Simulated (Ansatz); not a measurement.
Reaction (substitution at a C–Al bond): `[OH][Al]([SH])[CH2]F` + `CN[SiH3]` → `CN([SiH3])CF` + `[OH][AlH][SH]`

Computed with Ansatz on PBE0-D4/def2-TZVP structures; ΔE is electronic, products minus reactants. CCSD(T)/CBS adds triple-zeta CCSD(T) − MP2 to the extrapolated MP2 energy (def2 sets, frozen cores). Functionals use def2-TZVPP. B3LYP here is the variant with VWN-RPA as its local correlation; programs differ in this. One conformer a species, not always the lowest.

`[OH][Al]([SH])[CH2]F`:

Z-matrix (Å, degrees):
```
C
F 1 1.393
Al 1 1.973 2 112.2
H 1 1.097 2 108.0 3 -122.9
H 1 1.097 2 108.0 3 122.9
S 3 2.190 1 116.6 2 -179.6
O 3 1.686 1 120.3 2 0.4
H 6 1.344 3 93.9 1 -179.9
H 7 0.954 3 126.5 1 -180.0
```

`CN[SiH3]`:

Cartesian coordinates in Å:
```
C 0.062 1.357 -0.328
N -0.467 0.017 -0.461
Si 0.049 -1.293 0.520
H -0.658 2.098 -0.686
H 0.245 1.574 0.728
H 1.007 1.515 -0.865
H -0.799 -0.197 -1.387
H -0.130 -0.916 1.949
H 1.483 -1.688 0.358
H -0.793 -2.467 0.172
```

`CN([SiH3])CF`:

Z-matrix (Å, degrees):
```
C
N 1 1.452
H 1 1.095 2 109.9
H 1 1.095 2 112.7 3 120.8
H 1 1.092 2 110.0 3 -118.4
Si 2 1.733 1 119.3 3 151.0
C 2 1.401 1 115.6 3 -50.4
H 6 1.486 2 107.8 1 -52.3
H 6 1.490 2 114.3 1 67.2
H 6 1.484 2 106.9 1 -172.0
F 7 1.405 2 112.7 1 -72.9
H 7 1.095 2 110.9 1 45.0
H 7 1.092 2 110.7 1 168.2
```

`[OH][AlH][SH]`:

Z-matrix (Å, degrees):
```
Al
S 1 2.186
O 1 1.690 2 122.3
H 1 1.569 2 119.3 3 -179.9
H 2 1.344 1 94.2 3 -0.1
H 3 0.955 1 126.2 2 0.1
```

```csv
level,ΔE (kcal/mol)
B3LYP-D4,-1.2
PBE,-0.6
r2SCAN,-1.3
MP2/CBS(def2),-1.6
```

Problem. What does CCSD(T)/CBS give? (Estimate.)

Solution. The calculation gave: -1.4 kcal/mol. The listed levels differ from it by 0.2, 0.8, 0.1, -0.2 kcal/mol.

Largest T1 diagnostic among the species: 0.012.

The D4 term adds −1.0 kcal/mol with B3LYP and −0.5 kcal/mol with PBE0; it sums over pairs of atoms, weighted by their polarisabilities, and B3LYP, whose exchange is more repulsive, gets the larger term.
